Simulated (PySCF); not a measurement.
```xyz
10

C      1.6694    -0.2958    -0.1470
C      0.4839    -0.1004     0.4139
C     -0.8120    -0.3043    -0.2765
Se    -1.8193     1.3703    -0.5297
H      1.7610    -0.6243    -1.1777
H      2.5890    -0.1313     0.4015
H      0.4283     0.2354     1.4470
H     -1.4687    -0.9860     0.2644
H     -0.6709    -0.6933    -1.2859
H     -2.1606     1.5297     0.8901
```

Charge 0, multiplicity 1.

Give the Mulliken and meta-Löwdin atomic charges from PBE0-D4/def2-TZVP (PySCF 2.14.0).


```csv
atom,Mulliken (e),meta-Löwdin (e)
C1,-0.29,-0.27
C2,-0.09,-0.10
C3,-0.23,-0.29
Se4,-0.16,-0.04
H5,0.12,0.12
H6,0.13,0.13
H7,0.12,0.12
H8,0.15,0.14
H9,0.13,0.13
H10,0.11,0.06
```
